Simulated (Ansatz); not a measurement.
`CC1=C(F)[SiH2]1`, charge 0, multiplicity 1.

(1) Give a relaxed structure at PBE0-D4/def2-TZVP (Ansatz). (An estimate is asked.)

Results:

(1) The calculation gave: 
Cartesian coordinates in Å:
```
C -1.049 -1.117 0.426
C -0.132 -0.039 -0.005
C -0.145 1.114 -0.659
F -1.084 1.838 -1.253
Si 1.524 0.748 -0.125
H -0.724 -2.080 0.024
H -1.043 -1.210 1.515
H -2.074 -0.932 0.099
H 2.158 1.430 1.033
H 2.568 0.248 -1.057
```
Point group Cs.
This is one stationary point; other conformers may exist.
